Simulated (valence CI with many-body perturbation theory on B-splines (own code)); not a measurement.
**Which ion has this spectrum?**

A relativistic CI+MBPT calculation for an atom or ion with 24 electrons gives these levels (eV):

```
J  Parity       E     g
4    even   0.000  1.26
2    even   6.852  1.28
0    even  22.095      
3    even  43.288  1.36
4    even  45.208  1.17
1    even  47.620  1.30
5    even  52.391  1.12
6    even  52.391  1.10
2    even  58.323  0.97
3    even  59.568  1.06
0    even  68.576      
4    even  71.631  1.04
2    even  71.811  1.11
1    even  72.295  1.16
```

The energies are calculated, and their last digits are not significant.

Which is it?
A. Lu47+
B. Yb46+
C. Tm45+
D. Dy42+

C. Tm45+, ground level (3d3/2^4 3d5/2^2) J=4.
